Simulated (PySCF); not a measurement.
F₄H₂OTi, multiplicity 1. Atoms are numbered in the order given.

```xyz
8

Ti    -0.2391     0.0096     0.0000
F      0.1745    -0.7818     1.5091
F      0.1745    -0.7818    -1.5091
F     -0.1649     1.7400     0.0000
F     -1.9504    -0.2500     0.0000
O      2.0475     0.1387     0.0000
H      2.3884    -0.3291    -0.7733
H      2.3884    -0.3291     0.7733
```

Geometry optimised at PBE0-D3(BJ)/def2-SVP. The spin state was assumed, not searched.

Level of theory: PySCF with PBE/pcSseg-1.

GIAO shieldings, no solvent; atoms listed in one row are averaged. δ = σ(ref) − σ: ¹⁹F against CFCl3 (σ = 133.6 ppm); ¹⁷O against H2O (σ = 334.3 ppm); ¹H against TMS (σ = 31.49 ppm), references at their B3LYP-D3(BJ)/def2-TZVP geometries, non-relativistic.

```
nucleus   atoms  count  δ (ppm)
-------  ------  -----  -------
¹⁹F          F5      1    348.7
¹⁹F          F4      1    347.7
¹⁹F      F3, F2      2    294.9
¹⁷O          O6      1     47.3
¹H       H7, H8      2     2.44
```
